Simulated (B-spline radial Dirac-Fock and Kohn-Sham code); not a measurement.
Z = 48 (cadmium), transition energy 89 keV. Method: a Dirac-Hartree-Slater potential of the neutral atom with a Latter tail (no hole, which puts coefficients of high multipoles low close above an edge), finite nucleus with surface currents. Computed with an atomic code on a B-spline grid. Subshells that would emit electrons below 1 keV are left out.

Q: A pure transition shows α(K) = 5.98, L1/L2 = 9.02 and L1/L3 = 6.59. What is its multipolarity?
A. M4
B. E2
C. E1
D. E4
E. M2
F. M3
G. M1
H. E3

A: E. For comparison, α(K), L1/L2, L1/L3 are E1 0.202, 8.66, 5.87; E2 1.64, 0.914, 0.730; E3 10.8, 0.151, 0.132; E4 68.0, 0.0371, 0.0338; M1 0.561, 14.9, 53.8; M3 49.1, 5.94, 1.57; M4 390, 4.33, 0.699.
